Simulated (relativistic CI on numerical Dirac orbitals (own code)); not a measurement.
**Hyperfine structure of Ru XVIII, mass number 99**

Calculated at this level of theory: Dirac-Coulomb-Breit CI, orbitals from a KLI potential per configuration, model QED, unscaled Slater integrals (own radial code, finite nucleus).

Configurations in the expansion (outside the closed core [Ne]): 3s2.3p6.3d9, 3s2.3p5.3d10, 3s.3p6.3d10, 3s2.3p6.3d8.4s, 3s2.3p6.3d8.4p, 3s2.3p6.3d8.4d, 3s2.3p6.3d7.4s2, 3s2.3p6.3d8.4f, 3s2.3p6.3d7.4s.4p, 3s2.3p5.3d9.4s, 3s2.3p4.3d10.4s, 3s2.3p6.3d8.5s, 3s2.3p6.3d7.4p2, 3s2.3p6.3d8.5p, 3s2.3p5.3d9.4p, 3s2.3p6.3d7.4s.4d. Levels of other configurations are missing.

Nuclear spin I = 5/2, μ = -0.641 μN, Q = 0.079 b (tables of Stone and Pyykkö). The electronic factors are computed for point nuclear moments, without core polarisation or the Bohr-Weisskopf and QED corrections.

```
                Level  E (cm⁻¹)  A (MHz)  B (MHz)
   3s2.3p6.3d9 2D_5/2         0    -1244     -764
   3s2.3p6.3d9 2D_3/2     35274    -3014     -564
 3s2.3p5.3d10 2P°_3/2   1456404    -6430    -3760
 3s2.3p5.3d10 2P°_1/2   1642778   -38720         
3s2.3p6.3d8.4s 4F_9/2   2262951    -5147     -425
3s2.3p6.3d8.4s 4F_7/2   2273375     1891     -354
3s2.3p6.3d8.4s 4F_5/2   2295972    -2661     71.5
3s2.3p6.3d8.4s 4F_3/2   2298566     4994     64.2
```

Levels with J = 0, under 50 % of one LS term, or S terms without an open s electron are left out. Small factors come from cancelling terms and can be off by tens of per cent or more.

At this charge energies of transitions that change n are usually good to better than 1 %, and those within a shell (Δn = 0) to a few per cent.

**Question.** Give the hyperfine levels of 3s2.3p6.3d9 2D_5/2 relative to its centre of gravity.

**Answer.** With K = F(F + 1) − I(I + 1) − J(J + 1), E = AK/2 + B[¾K(K + 1) − I(I + 1)J(J + 1)]/[2I(2I − 1)J(2J − 1)]: F = 0: 10350, F = 1: 9290, F = 2: 7100, F = 3: 3643, F = 4: -1288, F = 5: -7966 MHz.

LS names give the leading component of a level, which can be under half, so a name can repeat, a term be missing and a line seem to break the LS rules.
